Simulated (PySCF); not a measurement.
C3H6OSi, SMILES C=CC(=O)[SiH3]. Atoms are numbered in the order given.

```xyz
11

C      0.3068    -2.4677     0.0000
C      0.7188    -1.1959     0.0000
C     -0.2740    -0.0740     0.0000
O     -1.4737    -0.2820     0.0000
Si     0.2874     1.7760     0.0000
H     -0.7666    -2.6855     0.0000
H      1.0095    -3.3062     0.0000
H      1.7833    -0.9371     0.0000
H      1.7749     1.9033     0.0000
H     -0.2726     2.4212    -1.2189
H     -0.2726     2.4212     1.2189
```

Geometry optimised at ωB97X-D3(BJ)/def2-SVP. Other conformers were not sampled.

Method: HF/pcSseg-1 (PySCF).

GIAO shieldings, no solvent; atoms listed in one row are averaged. δ = σ(ref) − σ: ¹³C against TMS (σ = 192.6 ppm); ¹⁷O against H2O (σ = 333.0 ppm); ²⁹Si against TMS (σ = 393.8 ppm); ¹H against TMS (σ = 31.99 ppm), references at their B3LYP-D3(BJ)/def2-TZVP geometries, non-relativistic.

Q: Estimate the chemical shifts. (An estimate is asked for; the answer gives what the named calculation found.)

A: 
```csv
nucleus,atoms,count,δ (ppm)
¹³C,C3,1,232.1
¹³C,C1,1,140.6
¹³C,C2,1,140.1
¹⁷O,O4,1,801.6
²⁹Si,Si5,1,-74.2
¹H,H6,1,7.35
¹H,H8,1,7.16
¹H,H7,1,6.35
¹H,"H9, H10, H11",3,4.14
```
